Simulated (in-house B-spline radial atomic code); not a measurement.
Configurations of Se⁵⁺, with energies counted from [Ar] 3d10 4s1. Computed with a B-spline radial code for spherical atoms: non-relativistic BHandHLYP, spin-polarised, spherical fractional occupations, exact exchange averaged over the configuration, point nucleus. Shells without spins written out take the highest spin.

Occupations are held fixed; configurations that lie above the ionisation limit could autoionise.

```tsv
configuration	E - E(ref) (eV)	highest orbital	its <r> (bohr)
[Ar] 3d9 4s2	52.949	4s down	1.534
[Ar] 3d10 5f1	60.858	5f up	4.98
[Ar] 3d9 4s1 5d1	108.88	5d up	3.927
[Ne] 3s2 3p5 3d10 4s1 4d1	190.48	4d up	2.039
[Ne] 3s2 3p5 3d10 4s1 5d1	212.08	5d up	3.927
[Ne] 3s2 3p5 3d10 4s1 5f1	219.4	5f up	4.856
```

(1) Order these further configurations by energy, lowest first.
A. [Ar] 3d9 4s1 5s1
B. [Ne] 3s2 3p5 3d10 4s2
C. [Ar] 3d9 4s1 5f1
D. [Ne] 3s2 3p5 3d10 4s1 4p1
E. [Ar] 3d9 4s1 5p1

(2) How far above the reference does [Ar] 3d10 5s1 lie?

## Answers

(1) A (95.389 eV), E (100.71 eV), C (116.22 eV), B (156.12 eV), D (167.77 eV).

(2) 40.719 eV; its least bound orbital is 5s up with <r> = 3.064 bohr.
